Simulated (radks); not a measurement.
Problem. The table gives one normalised radial function P(r) = r R(r) of S in [Ne] 3s2 3p3 4f1 (r in bohr). Method: scalar-relativistic Kohn-Sham, PBEsol, spin-polarised, spherical densities, finite nucleus; open shells are filled with parallel spins first; Fermi nuclear charge, rms radius 3.2611 fm; computed with a radial shooting solver on a logarithmic mesh with Libxc functionals.

r	P
0.01254	0.0000
0.01713	0.0000
0.02322	0.0000
0.03172	0.0000
0.04299	0.0000
0.05874	0.0000
0.07961	0.0000
0.1079	0.0000
0.1474	0.0000
0.1998	0.0000
0.2729	0.0000
0.3698	0.0000
0.5053	0.0001
0.6848	0.0002
0.9355	0.0005
1.268	0.0011
1.732	0.0026
2.347	0.0057
3.207	0.0122
4.346	0.0255
5.938	0.0525
8.047	0.1103
10.99	0.2083
14.9	0.2880
20.36	0.2402
27.59	0.0897
37.69	0.0161
51.08	0.0013

Which n and l does it have? It may be an empty orbital.

Solution. n = 4, l = 3: the number of nodes gives n - l - 1 = 0, the rise at small r (about r^(l+1)) gives l, and the extent must fit the shell. The curve is that of 4f up; the table hardly tells the two spins apart. 4f up: eigenvalue -0.467 eV, 0 radial nodes, <r> = 16.9 bohr, 90 % of the charge inside 23.1 bohr.
